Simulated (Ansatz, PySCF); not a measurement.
This PySCF input computes a CCSD(T)/cc-pVDZ energy:

```python
from pyscf import gto, scf, mp, cc as ccmod

mol = gto.M(
    atom='''
    O    -0.00000000   -0.00000000   -0.11564266
    H     0.00000000    0.00000000    0.92514126
    ''',
    basis='cc-pvdz',
    charge=1,
    spin=2,
    symmetry='C2v',
    verbose=4,
)

mf = scf.UHF(mol)
mf.conv_tol = 1e-10
mf.max_cycle = 100
mf.kernel()
mp2 = mp.MP2(mf, frozen=1).run()
cc = ccmod.CCSD(mf, frozen=1)
cc.max_cycle = 100
cc.kernel()
et = cc.ccsd_t()
print(f'E(CCSD(T)) = {cc.e_tot + et:.9f}')
```

Question: Write an input for the same energy in Ansatz (a program for electronic structure) and say what it gives.

Answer: 
Ansatz 0.2 input:
```yaml
crystal:
  periodic: [false, false, false]
  atoms:
    - {symbol: O, position_ang: [-0.00000000, -0.00000000, -0.11564266]}
    - {symbol: H, position_ang: [0.00000000, 0.00000000, 0.92514126]}
basis:
  gaussian:
    orbitals: cc-pVDZ
total_charge: 1
magnetization: {spin_polarized: true, initial_magnetization: 2}
correlation: {method: ccsd_t, electrons: outside_noble_gas}
```
It gives -75.11053 Eh, and PySCF -75.11053 Eh, a difference of 0.00 mEh.
